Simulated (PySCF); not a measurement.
A PySCF script (with the pyscf-properties extension) for the NMR shieldings of `NB(N)C1(CF)CC1`, C4H10BFN2, on a GFN2-xTB geometry:

```python
import basis_set_exchange as bse
import numpy as np
from pyscf import gto, dft
from pyscf.prop import nmr

atoms = """
N     1.799096   -1.213933    0.212472
B     1.138822    0.006721   -0.003775
N     1.889360    1.169719   -0.222452
C    -0.449990    0.066242    0.021412
C    -1.087897    1.436821   -0.022864
F    -0.765637    2.116056   -1.184249
C    -1.233226   -0.943125    0.829322
C    -1.237923   -1.031916   -0.658391
H     1.330602   -2.081599    0.393082
H     2.798910   -1.301717    0.200601
H     1.481558    2.045027   -0.492853
H     2.891793    1.168177   -0.285329
H    -2.181977    1.379864   -0.004720
H    -0.737103    2.067231    0.802638
H    -0.684670   -1.679656    1.395789
H    -2.133144   -0.608037    1.325332
H    -0.686250   -1.828953   -1.132423
H    -2.141085   -0.760604   -1.185248
"""
names = dict.fromkeys(["N", "B", "C", "F", "H"], "pcSseg-1")
basis = {el: gto.basis.parse(bse.get_basis(n, elements=[el], fmt="nwchem")) for el, n in names.items()}
mol = gto.M(atom=atoms, basis=basis, charge=0, verbose=0)
mf = dft.RKS(mol, xc="PBE0")
mf.grids.level = 2
mf.grids.alignment = dft.numint.BLKSIZE   # the property module wants whole blocks of grid points
mf.conv_tol = 1e-9
mf.kernel()

calc = nmr.RKS(mf)   # GIAO
C = mf.mo_coeff
Co = C[:, mf.mo_occ > 0]
resp = mf.gen_response(singlet=True, hermi=2)
def vind(x):   # induced exchange potential for any number of trial vectors
    d = np.einsum("pi,xij,qj->xpq", C, 2 * x.reshape(-1, C.shape[1], Co.shape[1]), Co, optimize=True)
    return np.einsum("xpq,pi,qj->xij", resp(d - d.transpose(0, 2, 1)), C, Co, optimize=True).ravel()
mo1, _ = nmr.rhf.solve_mo1(calc, with_cphf=vind)
sigma = calc.kernel(mo1)
for i, s in enumerate(sigma):   # ppm
    w = np.linalg.eigvalsh((s + s.T) / 2)
    print("%2d %-2s iso %8.1f  s11 %8.1f  s22 %8.1f  s33 %8.1f" % (i, mol.atom_pure_symbol(i), w.mean(), *w))
```

Task: Give the expected output.

Result: 
```
 0 N  iso    211.2  s11    165.2  s22    214.1  s33    254.2
 1 B  iso     72.5  s11     50.6  s22     56.5  s33    110.4
 2 N  iso    201.9  s11    151.3  s22    210.3  s33    244.1
 3 C  iso    175.9  s11    132.7  s22    172.8  s33    222.2
 4 C  iso     90.8  s11     48.8  s22     83.0  s33    140.5
 5 F  iso    408.3  s11    369.9  s22    390.0  s33    465.0
 6 C  iso    177.7  s11    149.2  s22    176.3  s33    207.5
 7 C  iso    172.6  s11    136.5  s22    175.2  s33    206.0
 8 H  iso     30.2  s11     22.7  s22     31.0  s33     37.0
 9 H  iso     29.8  s11     23.3  s22     26.7  s33     39.5
10 H  iso     28.5  s11     20.8  s22     28.8  s33     36.1
11 H  iso     29.5  s11     23.2  s22     26.3  s33     38.9
12 H  iso     28.1  s11     22.3  s22     29.8  s33     32.2
13 H  iso     26.4  s11     22.0  s22     27.0  s33     30.1
14 H  iso     31.4  s11     24.9  s22     29.4  s33     40.0
15 H  iso     31.6  s11     25.3  s22     28.4  s33     41.1
16 H  iso     31.1  s11     24.7  s22     29.0  s33     39.6
17 H  iso     31.1  s11     25.5  s22     27.4  s33     40.4
```

These numbers come from an equivalent density-fitted implementation of the same equations, which agrees with the script to about 0.01 ppm for H and up to a few tenths of a ppm for heavy atoms, so last digits may differ.

Size and cost of the density-fitted run: 186 basis functions, 51 s wall time on 1 thread of an Arm Neoverse N1, shared host; peak memory 0.88 GiB.
